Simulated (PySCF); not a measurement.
Species: C₆H₆FO (doublet state).
Geometry (GFN2-xTB, Å), atoms numbered from 1 in this order:
```xyz
14
C6H6FO angstrom
O      1.319   -1.061    2.460
C      1.739   -0.351    1.556
C      0.948    0.160    0.513
C      0.899    0.887   -0.771
F      1.589    0.389   -1.847
C     -0.261    0.118   -0.224
C     -1.246   -0.919   -0.696
C     -1.740    0.338   -0.065
H      2.801   -0.047    1.514
H      0.892    1.971   -0.821
H     -1.290   -1.837   -0.129
H     -1.337   -1.041   -1.766
H     -2.128    0.293    0.942
H     -2.186    1.098   -0.689
```

The hyperfine couplings belong to this conformer and change with its torsions.

Identity: `O=C[C]1[C@@H](F)C12CC2` [radical].

Method used: UKS B3LYP, pcH-1 on C F H O, non-relativistic, mean-field spin-orbit, GIAO in PySCF 2.14.0. One conformer (not necessarily the lowest) at the GFN2-xTB geometry, without solvent, vibrations or thermal averaging. Couplings are sensitive to structure, and on GFN2-xTB geometries they can be far from those on DFT ones. The frame is twisted about the C2–C3 bond at this geometry (dihedral H9–C2–C3–C4 = 8°); couplings at other torsion angles weren't computed. Stability of the SCF solution: not tested.

Problem. Give the principal g shifts and their parts.

Solution. 
| Δg (ppt) | 1 | 2 | 3 |
| --- | --- | --- | --- |
| relativistic mass correction | -0.21 | -0.21 | -0.21 |
| gauge correction | 0.00 | 0.03 | 0.04 |
| orbital Zeeman/spin–orbit | 0.25 | 1.80 | 7.08 |
| total | 0.05 | 1.62 | 6.91 |

So g = 2.00236, 2.00394, 2.00923 and g_iso = 2.00518; the tensor is rhombic: the two nearest values differ by 23 % of g3 − g1. Axes: g3 points within 11° of the O1–C2 bond.

Problem. What are the electron Larmor frequencies g μB B/h along the three axes at 330 mT?

Solution. 9.2484, 9.2557, 9.2802 GHz for g1, g2 and g3, a range of 31.7 MHz.

Problem. Average each term over the three axes. Which is largest in size?

Solution. The orbital-Zeeman/spin–orbit term 3.04, the mass correction -0.21 and the gauge correction 0.02 ppt, for a total of 2.86 ppt. The orbital-Zeeman/spin–orbit term is the largest in size. The mass correction is the same along every axis, so the anisotropy comes from the other two: their spans along these axes are 0.04 (gauge) and 6.83 ppt (orbital Zeeman/spin–orbit).

Problem. In a frozen sample, at which fields do the three g values resonate at 9.5, 34, 94 and 263 GHz (hyperfine left aside), and which band first spreads them over more than twice a line width of 0.3 mT?

Solution. 
```json
{"band": "X", "GHz": "9.5", "B(g3) mT": "337.82", "B(g2) mT": "338.71", "B(g1) mT": "338.98", "spread mT": "1.16"}
{"band": "Q", "GHz": "34.0", "B(g3) mT": "1209.03", "B(g2) mT": "1212.22", "B(g1) mT": "1213.18", "spread mT": "4.15"}
{"band": "W", "GHz": "94.0", "B(g3) mT": "3342.62", "B(g2) mT": "3351.44", "B(g1) mT": "3354.08", "spread mT": "11.46"}
{"band": "J", "GHz": "263.0", "B(g3) mT": "9352.22", "B(g2) mT": "9376.89", "B(g1) mT": "9384.28", "spread mT": "32.06"}
```

The spread grows in proportion to the frequency. X band is the first where it exceeds 0.6 mT.

Largest spin populations (Mulliken): C3 (+0.67), O1 (+0.32), C2 (-0.10) and C8 (+0.08). The positive populations add up to 1.18 and the negative ones to -0.18, together 2S = 1. The angles at C3 add up to 358.5°, so it is planar.

The HOMO–LUMO gaps are 6.18 eV among the α and 3.31 eV among the β orbitals.

Hardware: Arm Neoverse V1, one thread, no GPU, on a shared host. Cost: 68 s (with the writing of density and orbital grids), 0.96 GiB resident at most.
